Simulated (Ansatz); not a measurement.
`B1C[Se]1` at its PBE0-D4/def2-TZVP geometry, where that method's forces vanish. Total charge 0; spin multiplicity 1.

| atom | x (Å) | y (Å) | z (Å) |
| --- | --- | --- | --- |
| B1 | 0.6367 | 0.4419 | -0.4421 |
| C2 | -0.4492 | -0.4544 | 0.1439 |
| Se3 | 0.1082 | 1.1677 | 1.2116 |
| H4 | 1.3837 | 0.6411 | -1.3368 |
| H5 | -1.4751 | -0.4031 | -0.2086 |
| H6 | -0.2043 | -1.3931 | 0.6321 |

Problem. For each bond, give half the difference of the two atoms' forces along it (eV/Å; positive pushes the atoms apart) under PBE-D4, r2SCAN-D4, B3LYP-D4, ωB97M-V in def2-TZVPP. (Estimate.)

Solution. Computed: 
```
  bond  length (Å)  PBE-D4  r2SCAN-D4  B3LYP-D4  ωB97M-V
 B1–C2       1.525    0.08       0.03      0.13     0.12
B1–Se3       1.882    0.29       0.13      0.33     0.07
 B1–H4       1.182   -0.01      -0.05     -0.18    -0.17
C2–Se3       2.020    0.32       0.22      0.42     0.02
 C2–H5       1.086    0.09      -0.04     -0.11    -0.09
 C2–H6       1.086    0.09      -0.04     -0.11    -0.09
```

B3LYP here is the variant with VWN-RPA as its local correlation; programs differ in this.
